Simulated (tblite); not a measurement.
Compound: C6H10ClFO2.
Geometry (GFN2-xTB, Å), atoms numbered from 1 in this order:
```xyz
20
C6H10ClFO2 angstrom
C     -2.4439    0.5245    0.1019
O     -1.4432   -0.1359   -0.6431
C     -0.3573   -0.6323    0.0909
C      0.2910   -1.7297   -0.7461
C      0.6651    0.5014    0.4461
C      0.9708    1.4103   -0.7350
F      0.0992    1.2599    1.4641
C      1.9327   -0.1275    0.9922
O      2.9580   -0.2752    0.4142
Cl     1.7339   -0.7073    2.6342
H     -2.0968    1.4789    0.5054
H     -3.2619    0.7023   -0.5936
H     -2.7954   -0.1030    0.9278
H     -0.7064   -1.0449    1.0517
H     -0.4658   -2.4672   -0.9985
H      1.0936   -2.2162   -0.2003
H      0.6831   -1.3126   -1.6685
H      1.3877    2.3463   -0.3717
H      1.6943    0.9306   -1.3867
H      0.0561    1.6084   -1.2881
```

Method: GFN2-xTB as coded in tblite; computed harmonic values from a numerical Hessian at the method's own geometry, unscaled. Against measured fundamentals such values can be off by several per cent, at times by over 20. One conformer, not necessarily the lowest.

Harmonic wavenumbers (cm⁻¹): 44.8, 47.8, 81.8, 127.6, 147.8, 182.1, 187.1, 208.3, 238.5, 276.1, 308.4, 332.3, 342.1, 431.1, 438.6, 515.5, 533.5, 634.4, 665.4, 792.9, 895.2, 900.5, 941.5, 1019.6, 1067.6, 1092.5, 1118.2, 1131.9, 1133.6, 1146.7, 1176.1, 1195.1, 1290.3, 1319.6, 1392.3, 1400.3, 1409.6, 1459.9, 1463.1, 1468.0, 1470.1, 1485.1, 1487.8, 1810.9, 2854.0, 2932.6, 2965.7, 3028.4, 3049.6, 3050.4, 3054.0, 3056.6, 3064.2, 3067.4.

A = 1657, B = 815.2, C = 772.8 MHz; mass 168.035 u (most abundant isotopes); point group C1, symmetry number 1.

What is the zero-point energy?

Half the sum of the wavenumbers: 33467 cm⁻¹ = 400.36 kJ/mol.

What is S at 350 K and 1 bar for an ideal gas of classical rigid rotors and harmonic oscillators?

Translation 176.10, rotation 127.98, vibration 186.06: S = 490.1 J/(mol K).

And Cp and H(350 K) − H(0)?

Cp = 206.48 J/(mol K), of which vibrations give 173.22 (their classical limit is 54 R = 449.0); H(350 K) − H(0) = 44.71 kJ/mol without the zero-point energy, 33.07 from vibrations.

How do the functions run with temperature in this model?

```
 T (K)  S (J/(mol K))  Cp (J/(mol K))  H − H(0) (kJ/mol)  G − H(0) (kJ/mol)  ln q(vib)
   150          355.2           122.2              11.69             -41.60       4.17
   250          427.9           165.3              26.11             -80.88       7.68
298.15          458.8           185.3              34.55            -102.24       9.31
   400          519.0           226.1              55.52            -152.08      12.62
   600          623.7           290.9             107.60            -266.61      18.72
   900          754.6           353.7             205.08            -474.04      27.00
```

q(vib) and H(0) count from the zero-point level.

Which modes carry the vibrational entropy at 350 K?

44.8 cm⁻¹: 22.39; 47.8 cm⁻¹: 21.86; 81.8 cm⁻¹: 17.42; 127.6 cm⁻¹: 13.77; 147.8 cm⁻¹: 12.58; 182.1 cm⁻¹: 10.91 J/(mol K); the other 48 give 87.13 together.

Hindered rotation and anharmonicity are outside this model. Other conformers, if any are populated, would add a mixing term that is left out. The structure is chiral; the term R ln 2 for an equal mix with its mirror image is left out.
